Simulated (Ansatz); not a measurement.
Basis-set extrapolation for C2H10BNSi (PBE0-D4/def2-TZVP geometry, frozen core, Ansatz 0.2.0). Multiplicity 1, RHF reference.

```csv
,def2-TZVPP,def2-QZVPP
HF,-449.693365,-449.710430
MP2 correlation,-0.807477,-0.859697
CCSD(T) correlation,-0.899721,not run
```

Energies in hartree. Use E(X) = E(∞) + A·exp(−7.88·√X) for Hartree–Fock and E(X) = E(∞) + B·X^(−2.97) for correlation, with X = 3 and 4, and add CCSD(T) minus MP2 of the smaller set to the MP2 limit.

**Question.** What is the CCSD(T) energy at the basis-set limit?

**Answer.** HF limit: -449.710430 + (-0.017065) × 0.13774 = -449.71278. MP2 limit: -0.859697 + (-0.052220) × 0.74074 = -0.89838. Higher-order term: -0.899721 − (-0.807477) = -0.09224. Total: -450.70340 hartree, 289.6 kJ/mol below CCSD(T)/def2-TZVPP.
